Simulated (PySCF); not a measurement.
All values below come from ωB97X-D3(BJ)/def2-TZVP // PBE0-D3(BJ)/def2-TZVP in PySCF. Isolated molecules, 0 K electronic values unless said otherwise. 

Reference species (SMILES): `F[C](F)F` (neutral, multiplicity 2).

The dipole moment comes out as 0.23 D.

Changed species: `F[C](Cl)Cl` (radical fragment; the reference has radical fragment).

Problem. Give the shifts of the dipole moment.

Solution. the dipole moment rises by 0.18 D, to 0.41 D.
